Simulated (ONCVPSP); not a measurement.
# Before and after: ONCV potential for Ca (Z = 20)

* Element: Ca
* Generator: ONCVPSP 4.0.1
* Type: optimised norm-conserving Vanderbilt (ONCV)
* Functional: revPBE
* Relativity: scalar-relativistic
* Frozen core: [Ne]
* Valence charge: 10
* Reference configuration: 3s2 3p6 4s1.75 4p0.25
* Partial waves: 3s+4s: rc 1.85 bohr, ncon 4, nbas 8, qcut 5.4 1/bohr, 2 projectors; 3p+4p: rc 2.40 bohr, ncon 4, nbas 7, qcut 5.5 1/bohr, 2 projectors; d scattering state at 0.3 Ha: rc 1.90 bohr, ncon 3, nbas 6, qcut 4.7 1/bohr, 2 projectors, debl 3.4 Ha
* Local potential: polynomial inside 1.55 bohr (lpopt 5, dvloc0 2 Ha)
* Core correction: polynomial model core, fcfact 0.6

In the d channel the program set the typed energies aside and used -0.080, 3.320 Ha.

Change: s: qcut 4.7.

Cutoffs: the cutoffs (Ha) at which the residual kinetic energy of the hardest occupied pseudo-wave falls to 1 and 0.1 mHa per electron; they do not see the model core or the augmentation charge, which bear on the density cutoff. Errors are all-electron minus pseudo energies relative to the spin-unpolarised reference configuration.

What does the change do?

The potential gets harder (11 Ha and 14 Ha → 11 Ha and 22 Ha); the errors of the 4 common tests hardly move; neither file shows a bound ghost.

| quantity | base | changed |
| --- | --- | --- |
| cutoff, loose | 11 Ha | 11 Ha |
| cutoff, tight | 14 Ha | 22 Ha |
| loose cutoff by channel | s 10 Ha, p 11 Ha | s 6.1 Ha, p 11 Ha |
| bound ghosts | none | none |
| GHOST(+) flags under 300 eV | none | none |
| error for 3s2 3p6 4s2 4p0, meV [ΔE -0.59 eV] | 0.0 | 0.0 |
| error for 3s2 3p6 4s1 4p0, meV [ΔE 5.67 eV] | -0.5 | -0.5 |
| error for 3s2 3p6 4s0 4p0, meV [ΔE 17.39 eV] | -5.3 | -5.6 |
| error for 3s2 3p6 4s0 4p2, meV [ΔE 4.27 eV] | -2.1 | -2.3 |
| s: phases at 1.88 bohr within 0.05 rad from the reference energy up to (Ha; the scan ends near 5) | to the end of the scan | 5.0 |
| p: phases at 2.43 bohr within 0.05 rad from the reference energy up to (Ha; the scan ends near 5) | 4.3 | 4.3 |
| d: phases at 1.93 bohr within 0.05 rad from the reference energy up to (Ha; the scan ends near 5) | 2.1 | 2.1 |
| rms error of d²Exc/dni dnj with the model core, mHa | 1.14 | 1.23 |

Base: The cutoffs count occupied waves only; projector 2 of the d channel, the hardest unoccupied one, needs 54 Ha at the loose tolerance. Changed file: The cutoffs count occupied waves only; projector 2 of the d channel, the hardest unoccupied one, needs 54 Ha at the loose tolerance.
